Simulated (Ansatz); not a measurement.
Ansatz (an electronic-structure program) input file for CH12N2Si3, SMILES [SiH](C)(N[SiH3])N[SiH3], PBE0/def2-SVPD. Coordinates come from a r2SCAN-D4/def2-SVP optimisation. Other conformers were not sampled.

Ansatz 0.2 input:
```yaml
crystal:
  periodic: [false, false, false]
  atoms:
    - {symbol: Si, position_ang: [-0.37166194, -0.42899175, 1.02450997]}
    - {symbol: C, position_ang: [-0.06350541, 1.18379996, 1.92134640]}
    - {symbol: N, position_ang: [0.99852941, -0.70478807, -0.02006133]}
    - {symbol: Si, position_ang: [2.46978786, 0.21721181, -0.20036354]}
    - {symbol: N, position_ang: [-1.77415984, -0.41116757, -0.00934192]}
    - {symbol: Si, position_ang: [-1.76325571, 0.05964052, -1.68842898]}
    - {symbol: H, position_ang: [-0.58188824, -1.52392939, 2.02490419]}
    - {symbol: H, position_ang: [-0.90811073, 1.41275346, 2.59117905]}
    - {symbol: H, position_ang: [0.84866294, 1.14477939, 2.54028834]}
    - {symbol: H, position_ang: [0.03489625, 2.02308162, 1.21344200]}
    - {symbol: H, position_ang: [0.97730530, -1.57422430, -0.55156539]}
    - {symbol: H, position_ang: [3.31123130, 0.23105950, 1.03853151]}
    - {symbol: H, position_ang: [3.25896920, -0.41167381, -1.30018221]}
    - {symbol: H, position_ang: [2.18689917, 1.64210545, -0.55124852]}
    - {symbol: H, position_ang: [-2.66067937, -0.73410574, 0.37079375]}
    - {symbol: H, position_ang: [-3.18191414, 0.26157003, -2.11276487]}
    - {symbol: H, position_ang: [-1.15740223, -0.96500719, -2.59844697]}
    - {symbol: H, position_ang: [-1.00570708, 1.33243225, -1.88723062]}
basis:
  gaussian:
    orbitals: def2-SVPD
hamiltonian:
  xc: {name: PBE0}
```

Log of the run:

```
WARN ansatz: RAYON_NUM_THREADS=2 ignored (pool sized by the plan → 2); use --threads N
Functional definition: PBE0
integrals: 0.23 GiB planned
2022 factors; their error is unknown
mean field: 1.90 GiB planned
mean field evaluation 1: about -27811.4453 eV, gradient 7.5e1 eV
mean field evaluation 2: about -27797.5171 eV, gradient 1.0e2 eV
mean field evaluation 4: about -27823.0127 eV, gradient 4.9e0 eV
mean field evaluation 8: about -27823.0719 eV, gradient 4.1e-2 eV
mean field evaluation 16: about -27823.2553 eV, gradient 2.9e-5 eV
mean field -27823.25530939 eV, -1022.4857733404 hartree, gradient 2.9e-5 eV, S^2 0.000000; 0 other end points of the search recorded, 0 dependent functions left out
reference -27823.25535745 eV, -1022.4857751064 hartree; 37, 37 occupied and 191, 191 virtual orbitals, 2022 factors
Total energy: -27823.25535745 eV, -1022.4857751064 hartree
```

The calculation finished and met its thresholds.
